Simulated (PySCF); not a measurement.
## Spin–orbit doublets of 2p levels

C4H12N2Si3.
Structure used (PBE0-D3(BJ)/def2-SVP), in Å, numbered top down from 1:
```xyz
21
C4H12N2Si3 angstrom
Si    -2.664    0.152    1.257
N     -2.119   -0.350   -0.335
Si    -3.205   -0.686   -1.675
C     -0.734   -0.490   -0.542
C     -0.101   -1.220   -1.599
C      1.256   -1.097   -1.422
N      1.500   -0.329   -0.308
Si     3.085   -0.003    0.407
C      0.281    0.046    0.231
H     -2.241    1.554    1.572
H     -2.080   -0.742    2.301
H     -4.152    0.080    1.272
H     -2.807    0.098   -2.883
H     -4.576   -0.300   -1.238
H     -3.202   -2.135   -2.049
H     -0.590   -1.776   -2.397
H      2.074   -1.504   -2.013
H      3.125    1.425    0.829
H      3.330   -0.872    1.594
H      4.087   -0.286   -0.656
H      0.230    0.685    1.110
```

Computed with PySCF 2.14.0, delta-SCF UKS SCAN, pcX-2 on the ionised atom, pcseg-1 elsewhere, spin-free X2C. Vertical ΔSCF values, vacuum level as zero. The 2p values add to the ΔSCF energy of one spin-free hole a correction within the shell (spin–orbit coupling, ligand field). The splitting includes the ligand field, and 2p3/2 is the mean of two sublevels.

```tsv
atom	mean of the 2p shell (eV)	splitting (eV)
Si1/Si3	107.109	0.624
Si8	107.713	0.624
```

Where do the two lines of each doublet lie?

2p3/2 = mean − splitting/3 and 2p1/2 = mean + 2 × splitting/3:

```
   atom   environment  2p3/2 (eV)  2p1/2 (eV)
Si1/Si3  SiH3 silicon      106.90      107.52
    Si8  SiH3 silicon      107.50      108.13
```

What are the 1s binding energies of the same atoms?

Si1/Si3 1846.75 eV; Si8 1847.33 eV.

Which Kα1 and Kα2 emission energies and wavelengths follow?

The photon carries the difference of the 1s-hole and 2p-hole states, both at the ground state's geometry; λ = 12398.42 eV Å/E.

```tsv
atom	Kα1 (eV)	Kα2 (eV)	λ(Kα1) (Å)	λ(Kα2) (Å)
Si1/Si3	1739.85	1739.23	7.1261	7.1287
Si8	1739.83	1739.20	7.1262	7.1288
```

Over the 2 silicon sites the 1s value ranges over 0.58 eV, 2p3/2 over 0.60 eV and Kα1, their difference, over 0.02 eV.

And the 1s levels of the other atoms?

C5 (aromatic CH carbon) 289.59 eV; C9 (aromatic CH next to a ring nitrogen) 290.14 eV; C6 (aromatic CH next to a ring nitrogen) 290.50 eV; C4 (aromatic carbon bearing nitrogen) 290.82 eV; N2 (nitrogen bridging silicon atoms) 404.10 eV; N7 (pyrrole-type nitrogen) 405.28 eV.

One atom of each set of topologically equivalent atoms was ionised and stands for the set; in this conformer not all members are related by symmetry, and their own values weren't computed. Isolated species at its PBE0-D3(BJ)/def2-SVP geometry, gas phase.

Hardware: an Intel Xeon at 2.70 GHz with one thread (shared host). Cost: 7.3 min wall, 0.90 GiB resident at most.
